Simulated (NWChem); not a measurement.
System: BiHOF2; SMILES [OH][Bi]([F])[F]

Input file for NWChem:

```
start job
memory heap 200 mb stack 900 mb global 1100 mb
geometry units angstroms noautoz
  Bi    -0.037106     0.227987     0.000000
  F      1.147799    -0.524698    -1.497318
  F      1.147799    -0.524698     1.497318
  O     -1.473296    -1.292633     0.000000
  H     -1.034169    -2.168661     0.000000
end
basis spherical
  * library def2-svp
end
ecp
  Bi library def2-ecp
end
dft
  xc b3lyp
  iterations 150
  mulliken
end
task dft energy
```

Output (shortened):

```
             Northwest Computational Chemistry Package (NWChem) 7.3.0
             --------------------------------------------------------

 CS  symmetry detected

                             Geometry "geometry" -> ""
                             -------------------------

 Output coordinates in angstroms (scale by  1.889725989 to convert to a.u.)

  No.       Tag          Charge          X              Y              Z
 ---- ---------------- ---------- -------------- -------------- --------------
    1 Bi                  83.0000     0.26698442    -0.02198449     0.00000000
    2 F                    9.0000    -0.72870073     0.96753340    -1.49731800
    3 F                    9.0000    -0.72870073     0.96753340     1.49731800
    4 O                    8.0000    -0.89908220    -1.75842209     0.00000000
    5 H                    1.0000    -1.85043643    -1.52351210     0.00000000

 Effective nuclear repulsion energy (a.u.)     616.2623619791

      Symmetry information
      --------------------

 Group name             Cs
 Group number              2
 Group order               2
 No. of unique centers     4

                                 NWChem DFT Module
                                 -----------------

 Summary of "ao basis" -> "ao basis" (spherical)
 ------------------------------------------------------------------------------
       Tag                 Description            Shells   Functions and Types
 ---------------- ------------------------------  ------  ---------------------
 Bi                         def2-svp                10       26   4s4p2d
 F                          def2-svp                 6       14   3s2p1d
 O                          def2-svp                 6       14   3s2p1d
 H                          def2-svp                 3        5   2s1p

      Symmetry analysis of basis
      --------------------------

        a'         46
        a"         27

            General Information
            -------------------
          SCF calculation type: DFT
          Wavefunction type:  closed shell.
          No. of atoms     :     5
          No. of electrons :    50
           Alpha electrons :    25
            Beta electrons :    25
          Charge           :     0
          Spin multiplicity:     1
          Use of symmetry is: on ; symmetry adaption is: on
          Maximum number of iterations: 150
          AO basis - number of functions:    73
                     number of shells:    31
          Convergence on energy requested:  1.00D-06
          Convergence on density requested:  1.00D-05
          Convergence on gradient requested:  5.00D-04

              XC Information
              --------------
                         B3LYP Method XC Potential
                     Hartree-Fock (Exact) Exchange  0.200
                        Slater Exchange Functional  0.800 local
                    Becke 1988 Exchange Functional  0.720 non-local
              Lee-Yang-Parr Correlation Functional  0.810
                  VWN I RPA Correlation Functional  0.190 local

             Grid Information
             ----------------
          Grid used for XC integration:  medium
          Radial quadrature: Mura-Knowles
          Angular quadrature: Lebedev.
          Tag              B.-S. Rad. Rad. Pts. Rad. Cut. Ang. Pts.
          ---              ---------- --------- --------- ---------
          Bi                  1.60      123           9.0       590
          F                   0.50       49           9.0       434
          O                   0.60       49           8.0       434
          H                   0.35       45          10.0       434
          Grid pruning is: on
          Number of quadrature shells:   266
          Spatial weights used:  Erf1

      Superposition of Atomic Density Guess
      -------------------------------------

 Sum of atomic energies:        -519.19446824

      Non-variational initial energy
      ------------------------------

 Total energy =    -487.170823
 1-e energy   =   -1161.867693
 2-e energy   =     470.559932
 HOMO         =      -0.398836
 LUMO         =      -0.007789

      Symmetry analysis of molecular orbitals - initial
      -------------------------------------------------

  Numbering of irreducible representations:

     1 a'          2 a"

  Orbital symmetries:

     1 a'          2 a"          3 a'          4 a'          5 a'
     6 a"          7 a'          8 a'          9 a"         10 a'
    11 a'         12 a"         13 a'         14 a"         15 a'
    16 a'         17 a'         18 a"         19 a'         20 a'
    21 a"         22 a"         23 a'         24 a"         25 a'
    26 a"         27 a'         28 a'         29 a'         30 a'
    31 a'         32 a"         33 a'         34 a'         35 a'

     ---------------------------------------------
      Total Density - Mulliken Population Analysis
     ---------------------------------------------

    Atom       Charge   Shell Charges
 -----------   ------   -------------------------------------------------------
    1 Bi  23    20.87   2.92 -0.87  1.22  0.65  4.72  1.25  0.60  0.29  9.77  0.33
    2 F    9     9.76   1.99  1.15  0.82  3.55  2.24  0.00
    3 F    9     9.76   1.99  1.15  0.82  3.55  2.24  0.00
    4 O    8     8.95   1.99  1.11  0.70  3.06  2.08  0.00
    5 H    1     0.66   0.52  0.08  0.06

   convergence    iter        energy       DeltaE   RMS-Dens  Diis-err
 ---------------- ----- ----------------- --------- --------- ---------
 d= 0,ls=0.0,diis     1   -489.8537494137 -6.94D+02  3.71D-02  1.48D+00
 d= 0,ls=0.0,diis     2   -489.2224759704  6.31D-01  2.17D-02  8.05D+00
 d= 0,ls=0.0,diis     3   -490.0428851425 -8.20D-01  1.32D-03  7.82D-03
 d= 0,ls=0.0,diis     4   -490.0432188106 -3.34D-04  7.86D-04  4.34D-03
 d= 0,ls=0.0,diis     5   -490.0434170613 -1.98D-04  3.50D-04  2.20D-03
  Resetting Diis
 d= 0,ls=0.0,diis     6   -490.0436434138 -2.26D-04  3.26D-05  3.09D-06
 d= 0,ls=0.0,diis     7   -490.0436437715 -3.58D-07  1.05D-05  1.56D-07
 d= 0,ls=0.0,diis     8   -490.0436437821 -1.05D-08  4.54D-06  7.03D-08

         Total DFT energy =     -490.043643782068
      One electron energy =    -1164.018919798360
           Coulomb energy =      517.049990973142
    Exchange-Corr. energy =      -47.211652716473
 Nuclear repulsion energy =      204.136937759623

 Numeric. integr. density =       50.000011298132

                  Occupations of the irreducible representations
                  ----------------------------------------------

                     irrep           alpha         beta
                     --------     --------     --------
                     a'               16.0         16.0
                     a"                9.0          9.0

                       DFT Final Molecular Orbital Analysis
                       ------------------------------------

 Vector   23  Occ=2.000000D+00  E=-3.539571D-01  Symmetry=a'
              MO Center= -6.0D-01,  3.0D-01,  1.4D-15, r^2= 3.7D+00
   Bfn.  Coefficient  Atom+Function         Bfn.  Coefficient  Atom+Function
  ----- ------------  ---------------      ----- ------------  ---------------
    31      0.326092  2 F  py                45      0.326092  3 F  py
    59     -0.238892  4 O  py                34     -0.236036  2 F  py
    48     -0.236036  3 F  py                 3     -0.223091  1 Bi s
    30     -0.222426  2 F  px                44     -0.222426  3 F  px
    62     -0.168286  4 O  py                 1      0.166933  1 Bi s

 Vector   24  Occ=2.000000D+00  E=-3.220585D-01  Symmetry=a'
              MO Center= -4.7D-01, -6.5D-01, -4.4D-15, r^2= 3.5D+00
   Bfn.  Coefficient  Atom+Function         Bfn.  Coefficient  Atom+Function
  ----- ------------  ---------------      ----- ------------  ---------------
    59      0.444739  4 O  py                62      0.348660  4 O  py
    11     -0.276446  1 Bi px                30     -0.251365  2 F  px
    44     -0.251365  3 F  px                 3     -0.212776  1 Bi s
     4     -0.210525  1 Bi s                 33      0.186674  2 F  px
    47      0.186674  3 F  px                 1      0.163138  1 Bi s

 Vector   25  Occ=2.000000D+00  E=-3.133297D-01  Symmetry=a"
              MO Center= -8.7D-01, -1.5D+00,  1.4D-15, r^2= 1.3D+00
   Bfn.  Coefficient  Atom+Function         Bfn.  Coefficient  Atom+Function
  ----- ------------  ---------------      ----- ------------  ---------------
    60      0.602854  4 O  pz                63      0.461204  4 O  pz
    31      0.121229  2 F  py                45     -0.121229  3 F  py
    16      0.103540  1 Bi pz                34     -0.094715  2 F  py
    48      0.094715  3 F  py                18      0.078653  1 Bi d -1
    23     -0.043874  1 Bi d -1              13      0.039792  1 Bi pz

 Vector   26  Occ=0.000000D+00  E=-6.043566D-02  Symmetry=a"
              MO Center=  3.5D-01, -1.1D-01, -1.2D-14, r^2= 3.4D+00
   Bfn.  Coefficient  Atom+Function         Bfn.  Coefficient  Atom+Function
  ----- ------------  ---------------      ----- ------------  ---------------
    16      0.670672  1 Bi pz                13      0.514358  1 Bi pz
     7     -0.251924  1 Bi pz                60     -0.177078  4 O  pz
    29      0.176130  2 F  s                 43     -0.176130  3 F  s
    63     -0.162938  4 O  pz                25     -0.146334  1 Bi d  1
    30     -0.146911  2 F  px                44      0.146911  3 F  px

 Vector   27  Occ=0.000000D+00  E=-5.438507D-02  Symmetry=a'
              MO Center=  3.5D-01,  4.1D-02, -1.3D-15, r^2= 3.5D+00
   Bfn.  Coefficient  Atom+Function         Bfn.  Coefficient  Atom+Function
  ----- ------------  ---------------      ----- ------------  ---------------
    15      0.674497  1 Bi py                12      0.488730  1 Bi py
    57      0.282919  4 O  s                  6     -0.239904  1 Bi py
     3      0.211235  1 Bi s                 32      0.175793  2 F  pz
    46     -0.175793  3 F  pz                14     -0.168013  1 Bi px
    29     -0.157435  2 F  s                 43     -0.157435  3 F  s

 Vector   28  Occ=0.000000D+00  E=-3.762248D-02  Symmetry=a'
              MO Center=  6.8D-03, -1.5D-01, -1.1D-14, r^2= 3.8D+00
   Bfn.  Coefficient  Atom+Function         Bfn.  Coefficient  Atom+Function
  ----- ------------  ---------------      ----- ------------  ---------------
    14     -0.659636  1 Bi px                 3      0.606766  1 Bi s
    11     -0.413538  1 Bi px                57     -0.322801  4 O  s
    59     -0.292559  4 O  py                62     -0.282396  4 O  py
     1     -0.276753  1 Bi s                  5      0.206160  1 Bi px
    15     -0.189234  1 Bi py                32      0.143722  2 F  pz

     ---------------------------------------------
      Total Density - Mulliken Population Analysis
     ---------------------------------------------

    Atom       Charge   Shell Charges
 -----------   ------   -------------------------------------------------------
    1 Bi  23    21.76   2.93 -0.86  1.40  0.43  4.72  1.27  1.15  0.49  9.75  0.48
    2 F    9     9.46   1.99  1.12  0.85  3.31  2.19  0.00
    3 F    9     9.46   1.99  1.12  0.85  3.31  2.19  0.00
    4 O    8     8.52   1.99  1.08  0.73  2.81  1.90  0.01
    5 H    1     0.80   0.66  0.07  0.06

     -------------------------------------------
      Total Density - Lowdin Population Analysis
     -------------------------------------------

    Atom       Charge   Shell Charges
 -----------   ------   -------------------------------------------------------
    1 Bi  23    21.97   1.48  0.48  1.10  0.75  4.06  1.66  1.28  0.74  9.37  1.04
    2 F    9     9.38   1.98  1.04  0.84  3.21  2.31  0.00
    3 F    9     9.38   1.98  1.04  0.84  3.21  2.31  0.00
    4 O    8     8.35   1.97  0.93  0.67  2.67  2.10  0.01
    5 H    1     0.92   0.55  0.19  0.18

     Multipole analysis of the density
     ---------------------------------

     L   x y z        total         alpha         beta         nuclear
     -   - - -        -----         -----         ----         -------
     0   0 0 0     -0.000000    -25.000000    -25.000000     50.000000

     1   1 0 0      1.222578     15.747111     15.747111    -30.271644
     1   0 1 0     -0.408603     -1.450641     -1.450641      2.492679
     1   0 0 1     -0.000000     -0.000000     -0.000000      0.000000

     2   2 0 0    -28.889040    -52.098619    -52.098619     75.308199
     2   1 1 0      1.933565     -3.749041     -3.749041      9.431646
     2   1 0 1      0.000000      0.000000      0.000000      0.000000
     2   0 2 0    -36.634872    -96.735807    -96.735807    156.836742
     2   0 1 1      0.000000      0.000000      0.000000      0.000000
     2   0 0 2    -36.363381    -90.237379    -90.237379    144.111377
```

Level: B3LYP/def2-SVP with def2 effective core potentials on Bi. Coordinates come from a PBE-D3(BJ)/def2-SVP optimisation. def2 effective core potentials on Bi; no spin-orbit coupling.
